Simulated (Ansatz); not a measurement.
Spectroscopic constants of OsF, multiplicity 6 (an upper state: multiplicity 4 came lower at CCSD(T)/def2-TZVPP on PBE0 minima). No spin–orbit coupling.

Seven points along R, fitted to fifth degree in 1/R; most abundant isotopes. Runs in def2 and cc sets follow the lowest solution found near the PBE0 minimum.

Programs: Ansatz (a first-principles code) with Gaussian orbitals. Values without a source in brackets are computed. In def2 rows elements past Kr take small-core potentials, without spin–orbit coupling.

```
level               r_e (Å)  ω_e (cm⁻¹)  ω_e x_e (cm⁻¹)  α_e (cm⁻¹)  dipole (D)
------------------  -------  ----------  --------------  ----------  ----------
PBE/def2-TZVPP        1.963         544             2.7      0.0017        1.45
PBE0/def2-TZVPP       1.945         570             2.6      0.0016        1.78
wB97X-V/def2-TZVPP    1.945         576             2.5      0.0016        1.70
CCSD/def2-TZVPP       1.947         584             2.5      0.0015           -
CCSD(T)/def2-TZVPP    1.946         585             2.5      0.0016           -
```

Correlated levels freeze the inner cores; with def2 sets outer-core shells near the valence are correlated too.
